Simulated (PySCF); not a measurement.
These compounds are isomers of formula C$_{7}$H$_{12}$Si.

A. `C#C[C@](C)(C=C)[SiH2]C`
B. SMILES C=C[C@H](C)C1=C[SiH2]C1
C. `C=C/C=C\C(=C)C[SiH3]`
D. `CCCC1=C[SiH2]C=C1`

Spectrum 1. $^{1}$H NMR (300 MHz, computed): δ 7.23 (d, 1H), 6.29 (m, 1H), 5.69 (t, 1H), 4.63 (m, 2H), 2.36 (t, 2H), 1.49 (m, 2H), 1.12 (t, 3H). $^{13}$C{$^{1}$H} NMR (computed): δ 172.4 (C), 158.6 (CH), 136.4 (CH), 124.4 (CH), 44.4 (CH2), 29.0 (CH2), 17.5 (CH3).

Spectrum 2. $^{1}$H NMR (300 MHz, computed): δ 5.80 (m, 1H), 5.65 (m, 1H), 5.49 (m, 1H), 5.38 (m, 1H), 4.81 (m, 1H), 4.75 (m, 1H), 2.75 (m, 1H), 2.16 (m, 1H), 1.60 (m, 1H), 1.30 (d, 3H). $^{13}$C{$^{1}$H} NMR (computed): δ 177.8 (C), 150.7 (CH), 130.3 (CH), 122.6 (CH2), 52.0 (CH), 20.1 (CH2), 19.1 (CH3).

Spectrum 3. $^{1}$H NMR (300 MHz, computed): δ 5.96 (m, 1H), 5.95 (m, 1H), 5.50 (m, 1H), 4.13 (m, 1H), 3.97 (m, 1H), 1.94 (s, 1H), 1.39 (s, 3H), 0.34 (m, 3H). $^{13}$C{$^{1}$H} NMR (computed): δ 147.8 (CH), 121.3 (CH2), 92.4 (C), 80.6 (CH), 28.3 (C), 25.8 (CH3), -8.0 (CH3).

Spectrum 4. $^{1}$H NMR (300 MHz, computed): δ 7.30 (m, 1H), 6.38 (m, 1H), 6.30 (m, 1H), 5.64 (m, 1H), 5.48 (m, 1H), 5.45 (br s, 1H), 5.19 (br s, 1H), 3.99 (t, 3H), 1.87 (q, 2H). $^{13}$C{$^{1}$H} NMR (computed): δ 152.3 (C), 142.7 (CH), 139.0 (CH), 138.6 (CH), 125.4 (CH2), 121.8 (CH2), 22.4 (CH2).

Level of theory: NMR shieldings at PBE0/pcSseg-1/GIAO, structure optimised with GFN2-xTB, in PySCF (relativity neglected, gas phase, one conformer, one averaged value for each set of equivalent atoms).

Chemical shifts δ = σref − σ; $^{1}$H (σ = 31.72 ppm), $^{13}$C (σ = 186.93 ppm) against TMS, all at this level. Where no couplings were computed, multiplicities follow the n + 1 count of equivalent neighbours, and m marks all less simple cases (inequivalent or close neighbours, rings, F or P nearby). Shifts are as computed. Against solution values, carbons near 30 ppm lie about +3 ppm off and those near 130 ppm about +5 ppm. Of 1211 compounds with measured shifts, 218 miss one by over three times the rms of a fit or turn the order of signals round; such compounds aren't used in these exercises.

Question: Match each spectrum to its structure.

Answer: 1–D, 2–B, 3–A, 4–C.

- Spectrum 1 (D): 7 $^{13}$C signals; δC 158.6 is an alkene CH; δC 136.4 is an alkene CH.
- Spectrum 2 (B): 7 $^{13}$C signals; δC 150.7 is an alkene CH; δC 130.3 is an alkene CH.
- Spectrum 3 (A): 7 $^{13}$C signals; δC 147.8 is an alkene CH; δC 121.3 is a terminal =CH2 carbon.
- Spectrum 4 (C): 7 $^{13}$C signals; δC 152.3 is a fully substituted alkene carbon; δC 142.7 is an alkene CH.
